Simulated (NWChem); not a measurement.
# C₂H₄FNOSi; SMILES O=C/N=C/[SiH2]F

```xyz
10

O      0.1707     3.3825     0.0000
C     -0.3731     2.3073     0.0000
N      0.3355     1.0627     0.0000
C     -0.4127     0.0123     0.0000
Si     0.4855    -1.6585     0.0000
F     -0.6384    -2.8529     0.0000
H     -1.5053     2.1837     0.0000
H     -1.5363     0.0988     0.0000
H      1.3125    -1.7674     1.2440
H      1.3125    -1.7674    -1.2440
```
Atoms are numbered in this order, from 1.

Computed with NWChem. The geometry was optimised at PBE-D3(BJ)/def2-SVP. Level: M06-2X/def2-SVP with SMD (1 M gas to 1 M solution), gas-phase geometry. Reactions with the solvent are ignored.

```csv
solvent,dielectric constant,solvation free energy (kcal/mol),cavity-dispersion-structure term (kcal/mol),dipole in solution (D)
water,78.4,-4.6,5.1,3.70
dimethyl sulfoxide,46.8,-6.1,1.5,3.27
dichloromethane,8.93,-6.1,0.9,3.22
"N,N-dimethylformamide",37.2,-6.6,0.8,3.26
cyclohexane,2.02,-3.1,0.4,2.76
cyclohexanone,15.6,-6.2,0.9,3.22
ethanol,24.9,-5.9,3.2,3.58
```
